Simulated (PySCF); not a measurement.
## Atomic charges by several schemes

Species: C₆H₁₃P.
Atom-mapped SMILES: `[CH3:1][CH:2]([CH3:3])[CH2:4][P:5]1[CH2:6][CH2:7]1` (hydrogens: H8, H9, H10 on C1; H11 on C2; H12, H13, H14 on C3; H15, H16 on C4; H17, H18 on C6; H19, H20 on C7)

Structure used (GFN2-xTB), in Å, numbered top down from 1:
```xyz
20
C6H13P angstrom
C     -1.8595    0.4081   -1.4555
C     -1.0417   -0.2862   -0.3683
C     -1.9510   -0.7998    0.7426
C      0.0080    0.6744    0.1952
P      1.1877   -0.1845    1.3677
C      2.7681    0.6002    0.8344
C      2.4691   -0.7058    0.1491
H     -2.3559    1.2880   -1.0509
H     -1.2223    0.7229   -2.2795
H     -2.6193   -0.2635   -1.8493
H     -0.5237   -1.1438   -0.8149
H     -1.3618   -1.3023    1.5081
H     -2.6795   -1.5042    0.3470
H     -2.4857    0.0264    1.2070
H      0.5749    1.1344   -0.6185
H     -0.4929    1.4714    0.7532
H      3.5693    0.6016    1.5613
H      2.7201    1.5092    0.2497
H      3.0818   -1.5552    0.4195
H      2.2091   -0.6806   -0.9011
```

Density: PBE0/pcSseg-1 (PySCF); schemes: Mulliken, IAO, Hirshfeld and ESP-fitted. Isolated species at its GFN2-xTB geometry (one conformer only).

Question: What partial charge does each atom carry?

Answer: In e:

| atom | environment | Mulliken | IAO | Hirshfeld | ESP-fitted |
| --- | --- | --- | --- | --- | --- |
| C1 | methyl carbon | -0.204 | -0.416 | -0.118 | -0.700 |
| C2 | sp3 CH carbon | -0.383 | -0.086 | -0.021 | +0.406 |
| C3 | methyl carbon | -0.216 | -0.419 | -0.122 | -0.317 |
| C4 | sp3 carbon bound to phosphorus | -0.407 | -0.424 | -0.111 | -0.138 |
| P5 | phosphine phosphorus | +0.295 | +0.387 | +0.119 | -0.146 |
| C6 | sp3 carbon bound to phosphorus | -0.384 | -0.432 | -0.125 | -0.226 |
| C7 | sp3 carbon bound to phosphorus | -0.375 | -0.436 | -0.125 | -0.313 |
| H8 | methyl hydrogen | +0.103 | +0.134 | +0.037 | +0.152 |
| H9 | methyl hydrogen | +0.109 | +0.136 | +0.038 | +0.151 |
| H10 | methyl hydrogen | +0.113 | +0.138 | +0.040 | +0.179 |
| H11 | methine hydrogen | +0.124 | +0.125 | +0.031 | +0.001 |
| H12 | methyl hydrogen | +0.130 | +0.141 | +0.030 | +0.048 |
| H13 | methyl hydrogen | +0.113 | +0.138 | +0.040 | +0.077 |
| H14 | methyl hydrogen | +0.102 | +0.133 | +0.037 | +0.094 |
| H15 | methylene hydrogen | +0.135 | +0.127 | +0.037 | +0.104 |
| H16 | methylene hydrogen | +0.142 | +0.138 | +0.035 | +0.084 |
| H17 | methylene hydrogen | +0.152 | +0.159 | +0.045 | +0.146 |
| H18 | methylene hydrogen | +0.148 | +0.150 | +0.045 | +0.103 |
| H19 | methylene hydrogen | +0.152 | +0.159 | +0.045 | +0.170 |
| H20 | methylene hydrogen | +0.148 | +0.149 | +0.044 | +0.124 |

Mean size of the charges over all atoms: IAO 0.221 e, Mulliken 0.197 e, ESP-fitted 0.184 e, Hirshfeld 0.062 e. Each set sums to the total charge, 0, to within 0.001 e. The Hirshfeld scheme weights the molecular density at each point by an atom's share of the summed free-atom densities. The ESP scheme is a least-squares fit of atom-centred charges to the potential on four shells outside the van der Waals surface, with the total charge fixed.

Lowest charge. The schemes don't all agree: Mulliken C4 (-0.407); IAO C7 (-0.436); Hirshfeld C6 and C7 (-0.125); ESP-fitted C1 (-0.700).

Highest charge. The schemes don't all agree: Mulliken P5 (+0.295); IAO P5 (+0.387); Hirshfeld P5 (+0.119); ESP-fitted C2 (+0.406).

Question: How many electrons does the IAO scheme count on C7?

Answer: Z − q = 6 − (-0.436) = 6.436.

Question: How closely do the schemes follow one another over all atoms?

Answer: Correlation coefficient and root-mean-square difference: IAO with Hirshfeld 1.00, 0.184 e; Mulliken with IAO 0.93, 0.098 e; Mulliken with Hirshfeld 0.92, 0.159 e; IAO with ESP-fitted 0.68, 0.199 e; Hirshfeld with ESP-fitted 0.68, 0.196 e; Mulliken with ESP-fitted 0.43, 0.246 e.
